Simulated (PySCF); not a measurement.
**A survey of 15N NMR shifts**

- NMR shieldings at PBE0/pcSseg-1/GIAO
- geometry: GFN2-xTB
- program: PySCF 2.14
- isolated molecule, equivalent nuclei averaged, no relativistic terms, a single conformation

Shieldings were converted by a linear fit to measured shifts: 15N (scatter 6.3 ppm rms vs CH3NO2, solution or neat liquid). A few per cent of atoms miss by over 2 rms, more outside the fitted compound classes.

**Question.** Give the 15N shifts of `CNc1ccccc1`, `C=C/C(C)=C(/C)C#N`, `CCc1cccnc1`.

**Answer.** 
| compound | environment | δ (ppm) |
| --- | --- | --- |
| CNc1ccccc1 | aniline-type nitrogen | -324.1 |
| C=C/C(C)=C(/C)C#N | nitrile nitrogen | -94.9 |
| CCc1cccnc1 | pyridine-type ring nitrogen | -60.3 |

**Question.** Match the shifts -17.0, -69.4, -97.5, -127.5, -312.2 ppm to `C=CN1CCC[SiH2]1`, `C[C@H]1CCC=C1C#N`, `CCc1ccncc1`, `C=N[C@@H]1[C@@H]2C=CC[C@@H]21`, `CC(C)=C1C[C@@H]1C#N`.

**Answer.** -17.0: C=N[C@@H]1[C@@H]2C=CC[C@@H]21 (imine nitrogen); -69.4: CCc1ccncc1 (pyridine-type ring nitrogen); -97.5: C[C@H]1CCC=C1C#N (nitrile nitrogen); -127.5: CC(C)=C1C[C@@H]1C#N (nitrile nitrogen); -312.2: C=CN1CCC[SiH2]1 (enamine nitrogen).
